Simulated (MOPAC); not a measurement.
Input for MOPAC: PM3 on FHTe (SMILES F[TeH]), a point of a bond scan (R = 1.835 Å).

```
PM3 1SCF PRECISE CHARGE=0 THREADS=1
FHTe

Te     0.18518663 1    -0.06058026 1     0.20051425 1
H      1.42452806 1    -0.33430855 1    -1.12441529 1
F     -1.21572950 1     0.38439975 1    -1.04697488 1
```

It printed:

```
*******************************************************************************
 **                                                                           **
 **                              MOPAC v23.2.5                                **
 **                                                                           **
 *******************************************************************************
 ** MOPAC's Digital Object Identifier: https://doi.org/10.5281/zenodo.6511958 **
 **                                                                           **
 ** Please cite the open-source release paper for use of this MOPAC version:  **
 ** J. E. Moussa and J. J. P. Stewart (2026)                                  **
 ** MOPAC: An open-source semiempirical molecular orbital program             **
 ** J. Open Source Softw., 11(119), 8025, https://doi.org/10.21105/joss.08025 **
 *******************************************************************************

                              PM3 CALCULATION RESULTS

 *******************************************************************************
 *  PM3        - The PM3 Hamiltonian to be used
 *
 *
 *
 *                 CHARGE ON SYSTEM = 0
 *
 *
 *
 *  PRECISE    - TIGHTER CRITERIA TO BE USED
 *  1SCF       - DO 1 SCF AND THEN STOP
 *  THREADS=1  - MULTI-THREADING NOT USED
 *  T=         - A TIME OF 172800.0 SECONDS REQUESTED
 *  DUMP=N     - RESTART FILE WRITTEN EVERY 7200.0 SECONDS REQUESTED
 *******************************************************************************
PM3 1SCF PRECISE CHARGE=0 THREADS=1
 FHTe

   ATOM   CHEMICAL          X               Y               Z
  NUMBER   SYMBOL      (ANGSTROMS)     (ANGSTROMS)     (ANGSTROMS)

     1      Te          0.18518663  *  -0.06058026  *   0.20051425  *
     2       H          1.42452806  *  -0.33430855  *  -1.12441529  *
     3       F         -1.21572950  *   0.38439975  *  -1.04697488  *



          CARTESIAN COORDINATES

    NO.       ATOM           X           Y           Z

     1        Te          0.1852     -0.0606      0.2005
     2         H          1.4245     -0.3343     -1.1244
     3         F         -1.2157      0.3844     -1.0470

  H: (PM3): J. J. P. STEWART, J. COMP. CHEM. 10, 209 (1989).
  F: (PM3): J. J. P. STEWART, J. COMP. CHEM. 10, 209 (1989).
 Te: (PM3): J. J. P. STEWART, J. COMP. CHEM. 12, 320-341 (1991).

           Empirical Formula: H Te F  =     3 atoms



      MOLECULAR POINT GROUP   :   Cs


      RHF CALCULATION, NO. OF DOUBLY OCCUPIED LEVELS = 7


 -------------------------------------------------------------------------------
 PM3 1SCF PRECISE CHARGE=0 THREADS=1
 FHTe



     1SCF WAS SPECIFIED, SO BFGS WAS NOT USED
     SCF FIELD WAS ACHIEVED


                              PM3 CALCULATION
                                                       MOPAC v23.2.5 Linux




          FINAL HEAT OF FORMATION =        -36.27638 KCAL/MOL =    -151.78037 KJ/MOL


          COSMO AREA              =         85.19 SQUARE ANGSTROMS
          COSMO VOLUME            =         70.14 CUBIC ANGSTROMS

          IONIZATION POTENTIAL    =          9.545086 EV
          HOMO LUMO ENERGIES (EV) =         -9.545 -1.520
          NO. OF FILLED LEVELS    =          7
          MOLECULAR WEIGHT        =        147.6063         POINT GROUP:  Cs

          MOLECULAR DIMENSIONS (Angstroms)

            Atom       Atom       Distance
            F     3    H     2     2.73743
            H     2   Te     1     1.29000
           Te     1    H     2     0.00000


          SCF CALCULATIONS        =          1





   ATOM   CHEMICAL          X               Y               Z
  NUMBER   SYMBOL      (ANGSTROMS)     (ANGSTROMS)     (ANGSTROMS)

     1      Te          0.18518663  *  -0.06058026  *   0.20051425  *
     2       H          1.42452806  *  -0.33430855  *  -1.12441529  *
     3       F         -1.21572950  *   0.38439975  *  -1.04697488  *

                             CARTESIAN COORDINATES

   1   Te        0.185186630    -0.060580260     0.200514250
   2    H        1.424528060    -0.334308550    -1.124415290
   3    F       -1.215729500     0.384399750    -1.046974880


           Empirical Formula: H Te F  =     3 atoms



      MOLECULAR POINT GROUP   :   Cs


                  EIGENVALUES
 -18.88449 -16.16426 -15.87507 -15.58997 -13.15621 -10.92252  -9.54509  -1.52050
  -0.79358


              NET ATOMIC CHARGES AND DIPOLE CONTRIBUTIONS

  ATOM NO.   TYPE          CHARGE      No. of ELECS.   s-Pop       p-Pop
    1         Te           0.387388        5.6126     1.97300     3.63962
    2          H          -0.027060        1.0271     1.02706
    3          F          -0.360328        7.3603     1.57135     5.78897
 DIPOLE           X         Y         Z       TOTAL
 POINT-CHG.     2.264    -0.735     2.331     3.331
 HYBRID         0.366    -0.099    -0.024     0.379
 SUM            2.629    -0.833     2.308     3.596


          ATOMIC ORBITAL ELECTRON POPULATIONS

     Atom    s        px        py        pz
    1 Te   1.97300   0.90435   1.91032   0.82495
    2  H   1.02706
    3  F   1.57135   1.88764   1.98935   1.91199

 **********************
 *                    *
 * JOB ENDED NORMALLY *
 *                    *
 **********************




 == MOPAC DONE ==
```

The run finished.

Cost: around 0.020 core-seconds (rough).
